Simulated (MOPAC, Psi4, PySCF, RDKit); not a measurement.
Internal rotation in H4F6Si4, SMILES F[Si](F)(F)[SiH2][SiH2][Si](F)(F)F, singlet. Scanned: dihedral Si2–Si5–Si6–Si7; all other coordinates were relaxed at GFN2-xTB. GFN2-xTB can order the conformers of Si and Ge chains otherwise than DFT does. Points at φ and −φ are mirror images. Heavy atoms are numbered in the order of the SMILES F[Si](F)(F)[SiH2][SiH2][Si](F)(F)F, hydrogens after them in the order of the atoms that carry them; the mirror image has the same energies with the sign of each dihedral reversed.

- AM1, restricted, heats of formation // GFN2-xTB (MOPAC)
- RKS-B3LYP/6-31G* = restricted B3LYP/6-31G*, spherical d, density fitting // GFN2-xTB run with PySCF
- UFF // GFN2-xTB (RDKit)
- PBE-D3(BJ)/def2-SVP // GFN2-xTB (Psi4)

Energies relative to the lowest point of each profile, in mEh:

```json
[
 {"φ / °": "-150", "AM1": "0.3", "RKS-B3LYP/6-31G*": "1.4", "UFF": "1.0"},
 {"φ / °": "-120", "AM1": "0.4", "RKS-B3LYP/6-31G*": "2.3", "UFF": "2.3"},
 {"φ / °": "-90", "AM1": "1.2", "RKS-B3LYP/6-31G*": "1.6", "UFF": "2.6"},
 {"φ / °": "-60", "AM1": "3.0", "RKS-B3LYP/6-31G*": "0.0", "UFF": "2.3"},
 {"φ / °": "-30", "AM1": "4.4", "RKS-B3LYP/6-31G*": "0.7", "UFF": "1.6"},
 {"φ / °": "0", "AM1": "4.5", "RKS-B3LYP/6-31G*": "0.8", "UFF": "0.0"},
 {"φ / °": "30", "AM1": "4.4", "RKS-B3LYP/6-31G*": "0.7", "UFF": "1.6"},
 {"φ / °": "60", "AM1": "3.0", "RKS-B3LYP/6-31G*": "0.0", "UFF": "2.3"},
 {"φ / °": "90", "AM1": "1.2", "RKS-B3LYP/6-31G*": "1.6", "UFF": "2.6"},
 {"φ / °": "120", "AM1": "0.4", "RKS-B3LYP/6-31G*": "2.3", "UFF": "2.3"},
 {"φ / °": "150", "AM1": "0.3", "RKS-B3LYP/6-31G*": "1.4", "UFF": "1.0"},
 {"φ / °": "180", "AM1": "0.0", "RKS-B3LYP/6-31G*": "1.1", "UFF": "0.0"}
]
```

Q: Estimate the PBE-D3(BJ)/def2-SVP values at these points.

A: -150: 2.4; -120: 3.2; -90: 2.5; -60: 0.0; -30: 0.6; 0: 1.1; 30: 0.6; 60: 0.0; 90: 2.5; 120: 3.2; 150: 2.4; 180: 1.9 (mEh).
